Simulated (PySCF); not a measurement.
## Correlation energy of P (phosphorus, neutral)

[Ne] 3s1 3p3 3d1, high-spin 6D determinant (an excited configuration). Computed with PySCF 2.14 in aug-cc-pCVTZ-DK (8s7p5d3f, 75 functions), with the spin-free X2C one-electron Hamiltonian (Gaussian nucleus). Frozen: [Ne]; 5 electrons correlated.

| level | correlation energy (mhartree) |
| --- | --- |
| CCSD | -39.42 |
| (T) | -0.65 |
| CCSD(T) | -40.07 |

Diagnostics: T1 = 0.0031, D1 = 0.0057, largest double amplitude 0.030.

The outer electron is Rydberg-like, and this basis confines it to a smaller radius and binds it less than a complete one would.

Cost of the coupled-cluster step: of the order of 10 core-seconds, for 5 correlated electrons.
